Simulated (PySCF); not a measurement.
Molfile (atoms numbered from 1):
```
C6H13P2
     RDKit          3D

 21 20  0  0  0  0  0  0  0  0999 V2000
   -1.0537    2.7020   -0.0481 C   0  0  0  0  0  0  0  0  0  0  0  0
   -0.9413    1.4968    0.0326 C   0  0  0  0  0  0  0  0  0  0  0  0
   -0.7907   -0.2304    0.1497 P   0  0  0  0  0  0  0  0  0  0  0  0
   -2.1127   -0.8503    1.2004 C   0  0  0  0  0  0  0  0  0  0  0  0
   -0.9601   -0.9440   -1.4924 C   0  0  0  0  0  0  0  0  0  0  0  0
    0.8079   -0.6297    0.9155 C   0  0  0  0  0  0  0  0  0  0  0  0
    2.0068    0.2064    0.4737 C   0  0  0  0  0  0  0  0  0  0  0  0
    2.4579    0.0257   -1.3406 P   0  0  0  0  0  0  0  0  0  0  0  0
   -1.1565    3.7745   -0.1203 H   0  0  0  0  0  0  0  0  0  0  0  0
   -2.0012   -1.9397    1.3105 H   0  0  0  0  0  0  0  0  0  0  0  0
   -2.0545   -0.3710    2.1878 H   0  0  0  0  0  0  0  0  0  0  0  0
   -3.0857   -0.6251    0.7407 H   0  0  0  0  0  0  0  0  0  0  0  0
   -0.1549   -0.5902   -2.1513 H   0  0  0  0  0  0  0  0  0  0  0  0
   -0.8980   -2.0394   -1.4077 H   0  0  0  0  0  0  0  0  0  0  0  0
   -1.9376   -0.6578   -1.9074 H   0  0  0  0  0  0  0  0  0  0  0  0
    0.6409   -0.5205    2.0007 H   0  0  0  0  0  0  0  0  0  0  0  0
    0.9636   -1.7055    0.7185 H   0  0  0  0  0  0  0  0  0  0  0  0
    2.8740   -0.1587    1.0460 H   0  0  0  0  0  0  0  0  0  0  0  0
    1.8644    1.2593    0.7585 H   0  0  0  0  0  0  0  0  0  0  0  0
    3.7056    0.7057   -1.2619 H   0  0  0  0  0  0  0  0  0  0  0  0
    1.7558    1.1787   -1.8133 H   0  0  0  0  0  0  0  0  0  0  0  0
  1  2  3  0
  2  3  1  0
  3  4  1  0
  3  5  1  0
  3  6  1  0
  6  7  1  0
  7  8  1  0
  1  9  1  0
  4 10  1  0
  4 11  1  0
  4 12  1  0
  5 13  1  0
  5 14  1  0
  5 15  1  0
  6 16  1  0
  6 17  1  0
  7 18  1  0
  7 19  1  0
  8 20  1  0
  8 21  1  0
M  CHG  1   3   1
M  END
```

Geometry: PBE0-D3(BJ)/def2-SVP; GIAO absolute shieldings from PySCF 2.14, gas phase, non-relativistic, averaged over equivalent atoms.

At wB97X-D/pcSseg-1 (215 basis functions, 50 s wall time on 1 thread of an Arm Neoverse V2, shared host):
```csv
atoms,σ (ppm)
C1,63.5
C2,120.0
C6,155.6
C4/C5,169.4
C7,175.4
P3,319.3
P8,477.6
H9,27.39
H20/H21,27.79
H18/H19,29.23
H16/H17,29.31
H10/H11/H12/H13/H14/H15,29.34
```

**Question.** Estimate the result of repeating the calculation with PBE0/pcSseg-1.

**Answer.** 
```tsv
atoms	σ at PBE0/pcSseg-1	change
C1	64.2	+0.7
C2	119.4	-0.6
C6	154.8	-0.8
C4/C5	169.5	+0.1
C7	174.5	-0.9
P3	322.1	+2.8
P8	481.9	+4.3
H9	27.32	-0.07
H20/H21	27.65	-0.14
H18/H19	29.00	-0.23
H16/H17	29.11	-0.20
H10/H11/H12/H13/H14/H15	29.21	-0.13
```

The largest change is at P8 (phosphorus bonded to C, 2 H). Cost: 215 basis functions, 51 s wall time on 1 thread of an Arm Neoverse V2, shared host. The order of the carbon signals is the same at both levels.
